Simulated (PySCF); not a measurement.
**How methods differ on the ionisation energy of Mn³⁺**

Mn³⁺ [Ar] 3d4 [3d3/2^4, M_J = 0] → Mn⁴⁺ [Ar] 3d3 [3d3/2^3, M_J = 3/2], as a difference of total energies. All numbers are calculated (PySCF 2.14, the two-component X2C-1e Hamiltonian, in x2c-QZVPPall-2c). Correlated levels: [Ne] frozen; the 8 highest virtual spinors dropped. "Screened" scales the spin-orbit matrix elements by Boettger's factors to mimic the two-electron term; Breit and QED terms are absent.

```csv
method,ionisation energy (eV)
GHF (spin-free),50.287
GMP2 (spin-free),51.406
GHF (screened spin-orbit),50.252
GMP2 (screened spin-orbit),51.372
```

How much does correlation contribute at GMP2 (screened spin-orbit)?

51.372 − (50.252) = 1.120 eV, measured against GHF (screened spin-orbit).

Errors of the correlated levels include the incompleteness of this basis and the frozen core.

The labels give the starting determinants; with spin-orbit coupling the two ends relaxed to ⟨J²⟩ = 3.92, ⟨L²⟩ = 6.00, ⟨S²⟩ = 6.00 and ⟨J²⟩ = 6.63, ⟨L²⟩ = 12.00, ⟨S²⟩ = 3.75.

The determinant of Mn³⁺ and of Mn⁴⁺ mixes levels of different J (the jj label is only the starting occupation), so the difference between spin-free and spin-orbit rows is not the physical spin-orbit shift.

For comparison: 51.21 ± 0.12 eV (semi-empirical (NIST evaluation); NIST Atomic Spectra Database, ionization energies).
